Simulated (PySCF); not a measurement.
Several orderings of computed values.

Species are written as SMILES; each is one conformer at its optimised geometry, gas phase, non-relativistic unless stated; the electronic structure was computed with PySCF and density fitting.

The conformers computed, where there is a choice (atom-mapped SMILES and torsion angles):
- `[NH2:1][SiH2:2][CH2:3][SiH3:4]`: N1–Si2–C3–Si4 53°, H–N1–Si2–C3 41°, H–N1–Si2–C3 179°
- `[CH:1]#[C:2][SiH2:3][S:4][CH:5]=[CH2:6]`: C2–Si3–S4–C5 -66°, Si3–S4–C5–C6 9°
- `[O:1]=[C:2](/[CH:3]=[CH:4]/[F:5])[CH2:6][SiH3:7]`: O1–C2–C3–C4 0°, O1–C2–C6–Si7 0°
- `[CH3:1][NH:2][C:3](=[O:4])[CH2:5][CH:6]([F:7])[F:8]`: C1–N2–C3–O4 -3°, N2–C3–C5–C6 -80°, C3–C5–C6–F7 65°
- `[CH3:1][CH2:2][C:3]1=[CH:4][C@H:5]([Cl:6])[CH2:7]1`: C1–C2–C3–C4 120°

The conformers of `[H]/N=C1\CCC[C@]1(F)C#N`, `ClC1=CCCCC1` and `CC1=CC[C@@H](Cl)C1` aren't listed.

(1) Rank by electronic spatial extent ⟨r²⟩ about the centre of nuclear charge, highest first (PBE0/def2-SVPD at GFN2-xTB geometries).
A. `N[SiH2]C[SiH3]`
B. `CC1=NOC=N1`
C. `CCC1=C[C@H](Cl)C1`
D. `O=C(CC(F)F)NC`
E. `C(S[SiH2]C#C)=C`
F. `O=C(/C=C/F)C[SiH3]`

(2) Rank by lowest singlet excitation, highest first (TDDFT PBE0/def2-SVPD at GFN2-xTB geometries).
A. `[H]/N=C1\CCC[C@]1(F)C#N`
B. `N[SiH2]C[SiH3]`
C. `CNC(=O)CC(F)F`
D. `Cc1ncon1`

(3) Rank by HOMO energy, highest first (PBE0/def2-SVPD at GFN2-xTB geometries).
A. `C#C[SiH2]SC=C`
B. `C(F)(F)CC(=O)NC`
C. `C1(C[C@H](C=1)Cl)CC`
D. `n1c(noc1)C`
E. `[H]/N=C1\CCC[C@]1(F)C#N`

(4) Rank by static isotropic polarisability, lowest first (PBE0/def2-SVPD at GFN2-xTB geometries).
A. `Cc1ncon1`
B. `O=C(/C=C/F)C[SiH3]`
C. `CCC1=C[C@H](Cl)C1`
D. `[H]/N=C1\CCC[C@]1(F)C#N`
E. `C#C[SiH2]SC=C`

(5) By how much do the two ends of that ranking differ?

(6) Rank by dipole moment, lowest first (PBE0/def2-SVPD at GFN2-xTB geometries).
A. `CNC(=O)CC(F)F`
B. `CCC1=C[C@H](Cl)C1`
C. `N[SiH2]C[SiH3]`
D. `Cc1ncon1`

(7) Give the two extremes of that set in atomic units.

(8) Rank by HOMO–LUMO gap, lowest first (PBE0/def2-SVPD at GFN2-xTB geometries).
A. `CCC1=C[C@H](Cl)C1`
B. `N[SiH2]C[SiH3]`
C. `[H]/N=C1\CCC[C@]1(F)C#N`
D. `ClC1=CCCCC1`
E. `CNC(=O)CC(F)F`
F. `CC1=CC[C@@H](Cl)C1`
G. `C(/C(C[SiH3])=O)=C\F`

(9) Give the two extremes of that set in kcal/mol.

## Answers

(1) F (1392 bohr²), C (1177 bohr²), D (1131 bohr²), E (955 bohr²), A (685 bohr²), B (457 bohr²).

(2) B (6.34 eV), D (6.02 eV), C (5.79 eV), A (4.66 eV).

(3) A (-6.63 eV), C (-7.35 eV), B (-7.70 eV), E (-7.96 eV), D (-8.49 eV).

(4) A (48.7 au), D (77.0 au), B (80.0 au), C (84.3 au), E (92.5 au).

(5) By 43.8 au, between `C#C[SiH2]SC=C` and `Cc1ncon1`.

(6) D (1.13 D), C (1.32 D), A (2.51 D), B (2.80 D).

(7) `Cc1ncon1`: 0.45 au; `CCC1=C[C@H](Cl)C1`: 1.10 au.

(8) G (5.92 eV), C (6.47 eV), D (7.04 eV), A (7.27 eV), F (7.47 eV), B (7.73 eV), E (7.91 eV).

(9) `O=C(/C=C/F)C[SiH3]`: 137 kcal/mol; `CNC(=O)CC(F)F`: 182 kcal/mol.
